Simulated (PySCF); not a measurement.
Frontier levels across methods

Compound: C3H8BN.
Structure used (PBE0-D3(BJ)/def2-SVP), in Å, numbered top down from 1:
```xyz
13
C3H8BN angstrom
B      1.5890    0.6129    0.4867
N      0.5581   -0.2716    0.2416
C      0.0993   -1.4302   -0.4403
C     -0.8080   -0.6168    0.4358
C     -1.8784    0.2688   -0.1385
H      2.6649    0.4143   -0.0298
H      1.3817    1.5586    1.2137
H      0.4558   -2.4041   -0.0828
H     -0.0247   -1.3585   -1.5279
H     -1.0415   -1.0493    1.4193
H     -2.0568    1.1364    0.5151
H     -1.5811    0.6447   -1.1285
H     -2.8272   -0.2797   -0.2414
```

Basis pcSseg-2 throughout (PySCF), one geometry. Geometry: PBE0-D3(BJ)/def2-SVP; no solvent, vibrations or thermal averaging.

Problem. How do the orbital energies, the gap and the dipole change with the method?

Solution. 
```csv
method,kind,HOMO (eV),LUMO (eV),gap (eV),μ (D),SCF cycles
BLYP,GGA,-6.37,-0.90,5.47,2.45,14
B97-D,GGA,-6.45,-0.87,5.59,2.40,14
OPBE,GGA,-6.47,-0.91,5.56,2.39,15
PBE,GGA,-6.52,-1.02,5.50,2.46,14
KT2,GGA,-6.55,-0.98,5.57,2.39,14
KT3,GGA,-6.55,-1.00,5.55,2.34,14
BP86,GGA,-6.60,-1.02,5.58,2.47,14
LDA,LDA,-6.67,-1.21,5.47,2.53,14
B97-2,global hybrid,-7.49,-0.13,7.36,2.32,13
B3LYP,global hybrid,-7.53,-0.36,7.17,2.37,14
PBE0,global hybrid,-7.76,-0.13,7.63,2.35,13
mPW1PW91,global hybrid,-7.78,-0.14,7.64,2.34,13
BHandHLYP,global hybrid,-8.92,0.68,9.60,2.25,12
CAM-B3LYP,range-separated hybrid,-9.13,0.79,9.92,2.35,12
wB97X-D,range-separated hybrid,-9.61,1.62,11.23,2.35,13
LC-wPBE,range-separated hybrid,-10.52,1.89,12.41,2.31,12
HF,Hartree–Fock,-10.79,2.50,13.29,2.10,10
```

The HOMO spans 4.42 eV, from BLYP down to HF, and the gap runs from 5.47 eV (LDA) to 13.29 eV (HF). Over the methods BLYP (0 %), B97-D (0 %), OPBE (0 %), PBE (0 %), KT2 (0 %), KT3 (0 %), BP86 (0 %), LDA (0 %), B97-2 (21 %), B3LYP (20 %), PBE0 (25 %), mPW1PW91 (25 %), BHandHLYP (50 %), HF (100 %), a straight line through the gap against the share of exact exchange rises by 0.78 eV for each 10 % (correlation coefficient 0.999). The dipole ranges from 2.10 D (HF) to 2.53 D (LDA). This basis has no diffuse functions.
